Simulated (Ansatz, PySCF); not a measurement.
This PySCF input computes a PBE/def2-TZVPD energy:

```python
from pyscf import gto, scf, dft

mol = gto.M(
    atom='''
    P    -0.00000000    0.00000000    0.00000000
    H     0.00762312   -0.00624782    1.47869591
    H    -0.00762312    0.00624782   -1.47869591
    H     1.42511328    0.00614516   -0.00732092
    H    -0.71785160    1.23111699    0.00890249
    H    -0.70726169   -1.23726215   -0.00158157
    ''',
    basis='def2-tzvpd',
    charge=0,
    spin=0,
    verbose=4,
)

mf = dft.RKS(mol, xc='pbe').density_fit(auxbasis='def2-universal-jkfit')
mf.grids.level = 3
mf.conv_tol = 1e-9
mf.max_cycle = 100
mf.max_memory = 1500
mf.kernel()
if not mf.converged:
    mf = mf.newton()
    mf.kernel(mf.make_rdm1())
mf.analyze()
```

Question: Write an input for the same energy in Ansatz (a program for electronic structure) and say what it gives.

Answer: 
Ansatz 0.2 input:
```yaml
crystal:
  periodic: [false, false, false]
  atoms:
    - {symbol: P, position_ang: [-0.00000000, 0.00000000, 0.00000000]}
    - {symbol: H, position_ang: [0.00762312, -0.00624782, 1.47869591]}
    - {symbol: H, position_ang: [-0.00762312, 0.00624782, -1.47869591]}
    - {symbol: H, position_ang: [1.42511328, 0.00614516, -0.00732092]}
    - {symbol: H, position_ang: [-0.71785160, 1.23111699, 0.00890249]}
    - {symbol: H, position_ang: [-0.70726169, -1.23726215, -0.00158157]}
basis:
  gaussian:
    orbitals: def2-TZVPD
hamiltonian:
  xc: {name: PBE}
output: {forces: true}
```
It gives -344.09249 Eh, and PySCF -344.09258 Eh, a difference of 0.09 mEh, from the treatment of integrals and grids.
